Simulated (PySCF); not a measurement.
# Dipole response of Pd (palladium, neutral)

[Kr] 4d10, closed-shell 1S. All numbers are calculated (PySCF 2.14, a scalar-relativistic core potential, in aug-cc-pVDZ-PP with ECP28MDF (5s5p4d2f, 54 functions)). Coupled (time-dependent) response in atomic units; α is the mean over directions. A double-zeta set is small for polarisabilities.

```json
{"method": "UHF", "mean α (bohr³)": "17.38", "C₆ (like pair)": "100.9", "S(−4)": "251.0"}
{"method": "PBE", "mean α (bohr³)": "24.95", "C₆ (like pair)": "139.5", "S(−4)": "750.5"}
{"method": "PBE0", "mean α (bohr³)": "21.88", "C₆ (like pair)": "125.0", "S(−4)": "496.1"}
{"method": "HSE06", "mean α (bohr³)": "21.91", "C₆ (like pair)": "125.2", "S(−4)": "492.8"}
{"method": "TPSSh", "mean α (bohr³)": "23.71", "C₆ (like pair)": "135.0", "S(−4)": "628.7"}
```

S(−4) is the Cauchy moment in α(ω) = α(0) + S(−4) ω² + …

Reference α: 26.14 ± 0.1 bohr³ (recommended; Schwerdtfeger and Nagle, table of static dipole polarizabilities (2023 update)). Published C₆: 628.0 (Gould and Bucko (2016)).

α(iu) at PBE:

| u (hartree) | α(iu) (bohr³) |
| --- | --- |
| 0 | 24.95 |
| 0.0500 | 23.26 |
| 0.100 | 19.71 |
| 0.200 | 13.75 |
| 0.300 | 10.52 |
| 0.500 | 7.578 |
| 0.750 | 5.870 |
| 1.00 | 4.778 |
| 1.50 | 3.303 |
| 2.00 | 2.365 |
| 3.00 | 1.337 |
| 5.00 | 0.5749 |

Energies and moments cover only the electrons outside the core potential.
